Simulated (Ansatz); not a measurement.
Isolated molecules relaxed with PBE0-D4/def2-TZVP in Ansatz; ΔE leaves out vibrations. CCSD(T)/CBS adds triple-zeta CCSD(T) − MP2 to the extrapolated MP2 energy (def2 sets, frozen cores). This one scheme is used for every species. Functionals use def2-TZVPP. Each species was taken in one conformer, which may not be the lowest.

`NB[SiH2]O` + `N[SiH](O)O` → `O[SiH2]N[SiH](O)O` + `BN`  (cleavage of the Si–B bond)

Problem. Is it downhill or uphill in electronic energy at CCSD(T)/CBS, and by how much? (An estimate is asked.)

Solution. Ansatz gave: Downhill: ΔE = -108.7 kJ/mol.

Problem. What do these levels give: B97M-V, BHLYP-D4, r2SCAN, r2SCANh, CCSD/def2-SVP, HF/def2-TZVPP? (Estimate.)

Solution. Computed: B97M-V -106.0, BHLYP-D4 -117.8, r2SCAN -105.4, r2SCANh -106.6, CCSD/def2-SVP -113.3, HF/def2-TZVPP -116.2 kJ/mol.

Largest T1 diagnostic among the species: 0.013.

From PBE to PBE0 (25 % exact exchange), in def2-TZVPP and without D4, ΔE moves by −7.1 kJ/mol. At CCSD(T), def2-SVP lies −4.3 kJ/mol from the extrapolated value and def2-TZVPP −0.6 kJ/mol.
